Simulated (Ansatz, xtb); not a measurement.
BClFGaH2: which of two structures lies lower

Structure X is a singlet given by its coordinates and structure Y is a singlet given by its coordinates. Both are isolated molecules in the gas phase, relaxed with PBE0-D3(BJ)/def2-SVP.

X (Å):

```yaml
atoms:
  - { symbol: B, position_ang: [-1.6610, 0.5611, 1.3420] }
  - { symbol: Cl, position_ang: [-0.3187, -0.8750, -2.4555] }
  - { symbol: F, position_ang: [-2.4038, 0.0742, 2.3338] }
  - { symbol: Ga, position_ang: [-1.3462, -0.9388, -0.5235] }
  - { symbol: H, position_ang: [-0.4473, 0.5199, 1.4504] }
  - { symbol: H, position_ang: [-2.1919, 1.2943, 0.5248] }
```

Close contacts (Å): B1–F3 1.33, B1–Ga4 2.41, Cl2–Ga4 2.19, B1–H5 1.22, B1–H6 1.22.

Y (Å):

```xyz
6

B     0.9896   -0.5556    0.3621
Cl   -0.8684   -1.2984    0.6022
F     0.6490    0.7986   -0.0813
Ga   -1.4740    0.9878   -0.1473
H     1.4873   -1.2031   -0.5279
H     1.4843   -0.5517    1.4642
```

Close contacts (Å): B1–Cl2 2.02, B1–F3 1.47, Cl2–Ga4 2.48, F3–Ga4 2.13, B1–H5 1.21, B1–H6 1.21.

Q: Estimate E(Y) − E(X) at the level CCSD(T)/def2-TZVP.

A: Calculated at CCSD(T)/def2-TZVP: E(Y) − E(X) = −0.279 eV, so structure Y lies lower.

The same difference at several levels:

```
               level              geometry  E(Y) − E(X) (eV)  departure from the last row (eV)  job, with rough time for the two
PBE0-D3(BJ)/def2-SVP  PBE0-D3(BJ)/def2-SVP              −0.307                            −0.028                optimisation, 63 s
        HF/def2-TZVP  PBE0-D3(BJ)/def2-SVP              −0.190                            +0.088           part of the CCSD(T) run
       MP2/def2-TZVP  PBE0-D3(BJ)/def2-SVP              −0.284                            −0.005           part of the CCSD(T) run
   CCSD(T)/def2-TZVP  PBE0-D3(BJ)/def2-SVP              −0.279                                                  single point, 37 s
```

The levels shown agree on the order. The largest departure from CCSD(T)/def2-TZVP is that of HF/def2-TZVP, 0.088 eV. Levels run at GFN2-xTB geometries aren't shown.

With harmonic frequencies from PBE0-D3(BJ)/def2-SVP (ideal gas, rigid rotor, one conformer each, 298.15 K, 1 atm): on the last row, ΔE + ΔZPE = −0.240 eV. A mode under 50 cm⁻¹ makes harmonic enthalpies and free energies unreliable, so none is given.

The correlated steps freeze 16 core orbitals; the filled d shell of Ga is correlated, in a basis made for valence electrons. Codes used: Ansatz 0.2.0; the last row on 2 threads of Intel(R) Xeon(R) 6975P-C (Granite Rapids) on a shared host.
